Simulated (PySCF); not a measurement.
F2H4O3Si2, SMILES O[Si](O)(O)[SiH](F)F. Atoms are numbered in the order given.

```xyz
11

Si     1.2326     0.6017     0.1887
F      2.1890    -0.4033    -0.6636
F      1.1513     1.9778    -0.6682
Si    -0.8704    -0.4000     0.2102
O     -1.1068    -1.1124    -1.2691
O     -2.1508     0.6185     0.4290
O     -0.8087    -1.4403     1.4882
H      1.9220     0.9148     1.4661
H     -0.3532    -1.5781    -1.6466
H     -2.5367     0.9914    -0.3697
H     -1.6356    -1.8489     1.7668
```
Charge 0, spin multiplicity 1.

Geometry optimised at PBE0-D3(BJ)/def2-SVP. This is a generated structure with no PubChem entry under its InChIKey; it may be hypothetical. The values are those of a single conformer.

Level of theory: CAM-B3LYP/def2-TZVP (PySCF).

ESP charges are fitted to the potential on shells at 1.4 to 2.0 van der Waals radii. Atomic charges (e):

```tsv
atom	IAO	ESP fit
Si1	1.17	0.58
F2	-0.55	-0.28
F3	-0.54	-0.29
Si4	1.37	0.76
O5	-0.81	-0.67
O6	-0.81	-0.67
O7	-0.81	-0.74
H8	-0.15	-0.05
H9	0.38	0.42
H10	0.38	0.45
H11	0.37	0.49
```

Computed Mayer and Wiberg (Löwdin basis) orders of the bonds:
```csv
bond,Mayer,Wiberg
Si1–F2,1.06,1.69
Si1–F3,1.07,1.71
Si1–Si4,0.88,0.95
Si4–O5,1.17,1.66
Si4–O6,1.20,1.67
Si4–O7,1.22,1.68
Si1–H8,0.92,0.94
O5–H9,0.87,1.01
O6–H10,0.87,1.01
O7–H11,0.87,1.01
```
